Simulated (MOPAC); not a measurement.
Job for MOPAC: AM1 on BFH5N (a complex), monomers drawn apart or pushed together.

```
AM1 1SCF PRECISE CHARGE=0 THREADS=1
BFH5N

B     -0.12648168 1    -0.37308079 1     1.43733706 1
F      0.93690420 1     0.37918232 1     0.92206819 1
H     -1.22100995 1     0.09350058 1     1.20949699 1
H     -0.02571032 1    -1.56617162 1     1.25309006 1
N     -0.07366658 1    -0.27408686 1     3.74694843 1
H     -0.12392072 1     0.70933281 1     4.00095450 1
H      0.83354247 1    -0.62973739 1     4.03781457 1
H     -0.79798581 1    -0.77810808 1     4.25052914 1
```

Program output:

```
*******************************************************************************
 **                                                                           **
 **                              MOPAC v23.2.5                                **
 **                                                                           **
 *******************************************************************************
 ** MOPAC's Digital Object Identifier: https://doi.org/10.5281/zenodo.6511958 **
 **                                                                           **
 ** Please cite the open-source release paper for use of this MOPAC version:  **
 ** J. E. Moussa and J. J. P. Stewart (2026)                                  **
 ** MOPAC: An open-source semiempirical molecular orbital program             **
 ** J. Open Source Softw., 11(119), 8025, https://doi.org/10.21105/joss.08025 **
 *******************************************************************************

                              AM1 CALCULATION RESULTS

 *******************************************************************************
 *  AM1        - The AM1 Hamiltonian to be used
 *
 *
 *
 *                 CHARGE ON SYSTEM = 0
 *
 *
 *
 *  PRECISE    - TIGHTER CRITERIA TO BE USED
 *  1SCF       - DO 1 SCF AND THEN STOP
 *  THREADS=1  - MULTI-THREADING NOT USED
 *  T=         - A TIME OF 172800.0 SECONDS REQUESTED
 *  DUMP=N     - RESTART FILE WRITTEN EVERY 7200.0 SECONDS REQUESTED
 *******************************************************************************
AM1 1SCF PRECISE CHARGE=0 THREADS=1
 BFH5N

   ATOM   CHEMICAL          X               Y               Z
  NUMBER   SYMBOL      (ANGSTROMS)     (ANGSTROMS)     (ANGSTROMS)

     1       B         -0.12648168  *  -0.37308079  *   1.43733706  *
     2       F          0.93690420  *   0.37918232  *   0.92206819  *
     3       H         -1.22100995  *   0.09350058  *   1.20949699  *
     4       H         -0.02571032  *  -1.56617162  *   1.25309006  *
     5       N         -0.07366658  *  -0.27408686  *   3.74694843  *
     6       H         -0.12392072  *   0.70933281  *   4.00095450  *
     7       H          0.83354247  *  -0.62973739  *   4.03781457  *
     8       H         -0.79798581  *  -0.77810808  *   4.25052914  *



          CARTESIAN COORDINATES

    NO.       ATOM           X           Y           Z

     1         B         -0.1265     -0.3731      1.4373
     2         F          0.9369      0.3792      0.9221
     3         H         -1.2210      0.0935      1.2095
     4         H         -0.0257     -1.5662      1.2531
     5         N         -0.0737     -0.2741      3.7469
     6         H         -0.1239      0.7093      4.0010
     7         H          0.8335     -0.6297      4.0378
     8         H         -0.7980     -0.7781      4.2505

  H: (AM1): M.J.S. DEWAR ET AL, J. AM. CHEM. SOC. 107 3902-3909 (1985)
  B: (AM1): M.J.S. DEWAR ET AL, ORGANOMETALLICS, 7, 513-521 (1988)
  N: (AM1): M.J.S. DEWAR ET AL, J. AM. CHEM. SOC. 107 3902-3909 (1985)
  F: (AM1): M.J.S. DEWAR AND E. G. ZOEBISCH, THEOCHEM, 180, 1 (1988).

           Empirical Formula: H5 N B F  =     8 atoms



      MOLECULAR POINT GROUP   :   Cs


      RHF CALCULATION, NO. OF DOUBLY OCCUPIED LEVELS = 10


 -------------------------------------------------------------------------------
 AM1 1SCF PRECISE CHARGE=0 THREADS=1
 BFH5N



     1SCF WAS SPECIFIED, SO BFGS WAS NOT USED
     SCF FIELD WAS ACHIEVED


                              AM1 CALCULATION
                                                       MOPAC v23.2.5 Linux




          FINAL HEAT OF FORMATION =        -76.43625 KCAL/MOL =    -319.80925 KJ/MOL


          COSMO AREA              =         92.71 SQUARE ANGSTROMS
          COSMO VOLUME            =         72.33 CUBIC ANGSTROMS

          IONIZATION POTENTIAL    =         10.184815 EV
          HOMO LUMO ENERGIES (EV) =        -10.185  1.654
          NO. OF FILLED LEVELS    =         10
          MOLECULAR WEIGHT        =         48.8546         POINT GROUP:  Cs

          MOLECULAR DIMENSIONS (Angstroms)

            Atom       Atom       Distance
            H     8    F     2     3.92783
            H     7    H     3     3.13778
            H     4    H     6     2.98532


          SCF CALCULATIONS        =          1





   ATOM   CHEMICAL          X               Y               Z
  NUMBER   SYMBOL      (ANGSTROMS)     (ANGSTROMS)     (ANGSTROMS)

     1       B         -0.12648168  *  -0.37308079  *   1.43733706  *
     2       F          0.93690420  *   0.37918232  *   0.92206819  *
     3       H         -1.22100995  *   0.09350058  *   1.20949699  *
     4       H         -0.02571032  *  -1.56617162  *   1.25309006  *
     5       N         -0.07366658  *  -0.27408686  *   3.74694843  *
     6       H         -0.12392072  *   0.70933281  *   4.00095450  *
     7       H          0.83354247  *  -0.62973739  *   4.03781457  *
     8       H         -0.79798581  *  -0.77810808  *   4.25052914  *

                             CARTESIAN COORDINATES

   1    B       -0.126481680    -0.373080790     1.437337060
   2    F        0.936904200     0.379182320     0.922068190
   3    H       -1.221009950     0.093500580     1.209496990
   4    H       -0.025710320    -1.566171620     1.253090060
   5    N       -0.073666580    -0.274086860     3.746948430
   6    H       -0.123920720     0.709332810     4.000954500
   7    H        0.833542470    -0.629737390     4.037814570
   8    H       -0.797985810    -0.778108080     4.250529140


           Empirical Formula: H5 N B F  =     8 atoms



      MOLECULAR POINT GROUP   :   Cs


                  EIGENVALUES
 -47.42312 -33.32404 -20.83728 -16.62625 -16.59760 -14.83375 -14.31522 -13.99235
 -11.44408 -10.18482   1.65446   3.39228   4.28369   5.16869   5.21001   6.09403
   7.12220


              NET ATOMIC CHARGES AND DIPOLE CONTRIBUTIONS

  ATOM NO.   TYPE          CHARGE      No. of ELECS.   s-Pop       p-Pop
    1          B           0.291674        2.7083     1.21125     1.49708
    2          F          -0.232451        7.2325     1.90721     5.32524
    3          H          -0.067288        1.0673     1.06729
    4          H          -0.067281        1.0673     1.06728
    5          N          -0.378510        5.3785     1.57914     3.79937
    6          H           0.149266        0.8507     0.85073
    7          H           0.149288        0.8507     0.85071
    8          H           0.155302        0.8447     0.84470
 DIPOLE           X         Y         Z       TOTAL
 POINT-CHG.    -0.773    -0.495     2.311     2.486
 HYBRID         0.327     0.274     1.433     1.496
 SUM           -0.446    -0.221     3.744     3.777


          ATOMIC ORBITAL ELECTRON POPULATIONS

     Atom    s        px        py        pz
    1  B   1.21125   0.61915   0.66712   0.21080
    2  F   1.90721   1.70238   1.83533   1.78753
    3  H   1.06729
    4  H   1.06728
    5  N   1.57914   1.09810   1.09747   1.60380
    6  H   0.85073
    7  H   0.85071
    8  H   0.84470

 **********************
 *                    *
 * JOB ENDED NORMALLY *
 *                    *
 **********************




 == MOPAC DONE ==
```

The run finished.

Cost: very roughly 0.010 core-seconds.
